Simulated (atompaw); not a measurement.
Reading a pseudo-wave (Lu (Z = 71))

Columns: radius, all-electron u(r) and pseudo u(r) of the 6s shell (level -5.52 eV) of lutetium in the configuration [Kr] 4d10 4f14 5s2 5p6 5d1 6s1 6p1; PBEsol, scalar-relativistic, PAW (atompaw) scheme, atompaw 4.2.0.5.

```json
{"r (bohr)": "0.114", "all-electron": "-0.0622", "pseudo": "-0.1017"}
{"r (bohr)": "0.228", "all-electron": "-0.0224", "pseudo": "-0.1957"}
{"r (bohr)": "0.342", "all-electron": "0.1581", "pseudo": "-0.2751"}
{"r (bohr)": "0.455", "all-electron": "0.1248", "pseudo": "-0.3340"}
{"r (bohr)": "0.569", "all-electron": "-0.0221", "pseudo": "-0.3697"}
{"r (bohr)": "0.683", "all-electron": "-0.1636", "pseudo": "-0.3800"}
{"r (bohr)": "0.797", "all-electron": "-0.2506", "pseudo": "-0.3653"}
{"r (bohr)": "0.911", "all-electron": "-0.2773", "pseudo": "-0.3277"}
{"r (bohr)": "1.025", "all-electron": "-0.2551", "pseudo": "-0.2709"}
{"r (bohr)": "1.138", "all-electron": "-0.1993", "pseudo": "-0.1999"}
{"r (bohr)": "1.252", "all-electron": "-0.1225", "pseudo": "-0.1183"}
{"r (bohr)": "1.366", "all-electron": "-0.0355", "pseudo": "-0.0316"}
{"r (bohr)": "1.480", "all-electron": "0.0540", "pseudo": "0.0562"}
{"r (bohr)": "1.594", "all-electron": "0.1408", "pseudo": "0.1415"}
{"r (bohr)": "1.708", "all-electron": "0.2217", "pseudo": "0.2217"}
{"r (bohr)": "1.822", "all-electron": "0.2947", "pseudo": "0.2947"}
{"r (bohr)": "1.935", "all-electron": "0.3585", "pseudo": "0.3585"}
{"r (bohr)": "2.049", "all-electron": "0.4141", "pseudo": "0.4141"}
{"r (bohr)": "2.163", "all-electron": "0.4608", "pseudo": "0.4608"}
{"r (bohr)": "2.277", "all-electron": "0.4994", "pseudo": "0.4994"}
{"r (bohr)": "2.391", "all-electron": "0.5305", "pseudo": "0.5305"}
{"r (bohr)": "2.505", "all-electron": "0.5546", "pseudo": "0.5546"}
{"r (bohr)": "2.618", "all-electron": "0.5725", "pseudo": "0.5725"}
{"r (bohr)": "2.732", "all-electron": "0.5851", "pseudo": "0.5851"}
{"r (bohr)": "2.846", "all-electron": "0.5929", "pseudo": "0.5929"}
{"r (bohr)": "2.960", "all-electron": "0.5964", "pseudo": "0.5964"}
```

(1) How many radial nodes do the two functions have?

(2) At about which radius was the pseudo-wave matched?

(3) Is the pseudo-wave norm-conserving?

Answers

(1) The all-electron 6s function has n − l − 1 = 5 (the table is too coarse to show those close to the nucleus); the pseudo-wave has 1, since 1 lower shell of the same l stays in the valence.

(2) 1.82 bohr, where the columns begin to agree (steps of 0.11 bohr).

(3) No, it belongs to a PAW set: the norm inside the radius is not constrained, and the difference is carried by the augmentation charge.
